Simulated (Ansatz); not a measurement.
BCl$_{3}$H$_{3}$N (`[NH3+][B-](Cl)(Cl)Cl`), relaxed with RKS PBE-D4/def2-SVP in Ansatz from a rough embedded geometry. The force threshold is 0.03 eV/Å; the program also tests the step.

The species carries charge 0 and has multiplicity 1.

Start:

```xyz
8

N     0.717   -0.529    0.049
B    -0.538    0.366   -0.041
Cl   -0.335    1.964    0.921
Cl   -2.026   -0.538    0.572
Cl   -0.864    0.743   -1.831
H     1.553    0.051   -0.289
H     0.609   -1.379   -0.454
H     0.885   -0.678    1.072
```

Task: By how much does the energy fall, and how many steps does the optimiser take? (Best estimate.)

Result: The calculation gave: 32.66 kJ/mol, in 4 steps.

Task: Which bonds change most? (An estimate is asked.)

Result: The calculation gave: N1–B2 from 1.544 to 1.636 Å; N1–H6 from 1.072 to 1.033 Å; N1–H7 from 0.993 to 1.033 Å; B2–Cl3 from 1.877 to 1.839 Å.

Task: Give the relaxed structure. (An estimate is asked.)

Result: Computed: 
```xyz
8

N     0.708   -0.480    0.077
B    -0.641    0.435   -0.069
Cl   -0.286    1.944    0.919
Cl   -1.985   -0.611    0.625
Cl   -0.796    0.745   -1.876
H     1.524    0.031   -0.296
H     0.598   -1.361   -0.449
H     0.879   -0.703    1.070
```
